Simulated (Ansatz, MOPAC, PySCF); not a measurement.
Dimer: NH3 (SMILES N) (first 4 atoms) with SO2 (SMILES O=S=O); geometry from B3LYP-D3(BJ)/def2-TZVP, rigid monomers moved along the line of their centres of mass till N1···S6 is 3.01 Å.
(charge 0, multiplicity 1):
```
atom    x (Å)    y (Å)    z (Å)
----  -------  -------  -------
N      0.0165   0.0007   0.6224
H     -0.3050  -0.9267   0.3698
H     -0.7781   0.6302   0.6315
H      0.6780   0.3205  -0.0751
O     -0.1789   0.9157   3.9434
S      0.6831  -0.1745   3.5512
O      0.1718  -1.5150   3.7155
```

Interaction energies are E(AB) − E(A) − E(B) at the monomers' geometry in the complex; basis-set methods are counterpoise corrected. Rows marked so take none.

Correlated levels freeze the cores. Rows in 3-21G, 6-31G* carry no dispersion term and start afresh at each structure (6-31G* with six Cartesian d functions). The state reached by PM3 isn't checked.

The values were computed with Ansatz (Gaussian basis) for Hartree–Fock, density functionals and correlated methods; MOPAC for PM3 (differences of heats of formation); PySCF for 3-21G rows, 6-31G* rows. Values without a source in brackets are computed.

One of these levels gives -4.4 kJ/mol for the interaction energy. Which one is it?
A) B3LYP/3-21G (no counterpoise)
B) MP2/aug-cc-pV(D+d)Z
C) BP86/6-31G* (no counterpoise)
D) PM3

D, PM3. The others give -30.5 (BP86/6-31G* (no counterpoise)), -48.1 (B3LYP/3-21G (no counterpoise)), -19.2 (MP2/aug-cc-pV(D+d)Z)

Ansatz is a quantum-chemistry and plane-wave program.
